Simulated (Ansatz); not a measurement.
Total energies of Al(phosphinine)H3 (C5H8AlP) from Ansatz at PBE0-D4/def2-TZVP, gas phase (1 Eh = 27.2114 eV = 2625.5 kJ/mol). The reference geometry is relaxed at PBE-D4/def2-SVP.

```tsv
atom	x (Å)	y (Å)	z (Å)
Al1	-2.2351	-0.1997	-2.3535
P2	-0.4966	-0.0250	-0.5562
C3	-0.6448	0.7446	0.9929
C4	0.3851	0.7486	1.9413
C5	1.6334	0.1339	1.7386
C6	1.9739	-0.5469	0.5563
C7	1.1089	-0.6859	-0.5358
H8	-1.5976	1.2508	1.2165
H9	0.2078	1.2633	2.9001
H10	2.3815	0.1906	2.5438
H11	2.9784	-0.9957	0.4850
H12	1.4440	-1.2299	-1.4334
H13	-1.2202	-0.2076	-3.6059
H14	-3.0143	1.1596	-1.9731
H15	-2.9046	-1.6008	-1.9168
```

```
                 state                    geometry  energy (Eh)
      charge 0 singlet                   reference   -778.70919
      charge 1 doublet                   reference   -778.37470
      charge 1 doublet  relaxed at PBE-D4/def2-SVP   -778.42269
free Al atom (doublet)                           –   -242.24894
 free P atom (quartet)                           –   -341.13505
 free C atom (triplet)                           –    -37.80537
 free H atom (doublet)                           –     -0.50104
```

(1) Work out the vertical ionisation energy to the doublet.

(2) How much does the charge 1 doublet relax, and what is the adiabatic ionisation energy?

(3) What is the binding energy per atom against free atoms?

(1) E(charge 1 doublet) − E(charge 0 singlet) = -778.37470 − (-778.70919) = 0.33449 Eh = 9.10 eV. For comparison, −ε of the highest occupied level is 7.39 eV at this level, 1.71 eV less.

(2) Relaxation: -778.37470 − (-778.42269) = 0.04799 Eh = 1.31 eV. Adiabatic ionisation energy: 0.28650 Eh = 7.80 eV, without zero-point energy. Bonds change on the way (2 lost, 0 formed), so the relaxed form is another species. In the charge 1 doublet, H13 and H15 lie 0.79 Å apart (atoms count from 1), so H2 has formed as a molecule.

(3) Atoms: 1 × (-242.24894) + 1 × (-341.13505) + 5 × (-37.80537) + 8 × (-0.50104) = -776.41916 Eh. Binding: -776.41916 − (-778.70919) = 2.29003 Eh = 62.31 eV, or 4.15 eV for each of 15 atoms (no zero-point energy, no counterpoise term).
